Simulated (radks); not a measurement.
Fractional charge and spin in the 5s shell of europium: the spin-up occupation runs from 0 to 1 and the spin-down occupation from 0 to 1; the fullest corner is Eu3+, [Kr] 4d10 4f(up 3, down 3) 5p6 5s(up 1, down 1). Method: scalar-relativistic Kohn-Sham, LDA (Slater exchange, Perdew-Wang correlation), spin-polarised, spherical densities, finite nucleus; Fermi nuclear charge, rms radius of each element as measured or else 0.836 A^(1/3) + 0.57 fm; computed with a radial shooting solver on a logarithmic mesh with Libxc functionals. Energy (eV) above the fullest corner. The planes named below are the two flat planes that join the four corners, with an edge along up + down = one added electron.

\begin{tabular}{lrrrrr}
down \ up & 0 & 0.25 & 0.5 & 0.75 & 1 \\ \hline
0 & 176.400 & 150.952 & 126.462 & 102.922 & 80.324 \\
0.25 & 150.952 & 126.518 & 103.032 & 80.487 & 58.874 \\
0.5 & 126.462 & 103.032 & 80.541 & 58.980 & 38.342 \\
0.75 & 102.922 & 80.487 & 58.980 & 38.395 & 18.721 \\
1 & 80.324 & 58.874 & 38.342 & 18.721 & 0.000 \\
\end{tabular}

Corners above the fullest one (they belong to Eu4+ and the next ion): (up 1, down 0) 80.324 eV, (up 0, down 1) 80.324 eV, (up 0, down 0) 176.40 eV. With half an added electron in each spin the energy lies 0.217 eV from the planes, and with half an added electron in spin up alone -1.900 eV. The planes are only a guide here: the flat-plane condition holds for ground states with one frontier orbital, while this shell lies below other occupied shells, so the corners above the fullest one are inner-hole states and not the ground states of those ions.
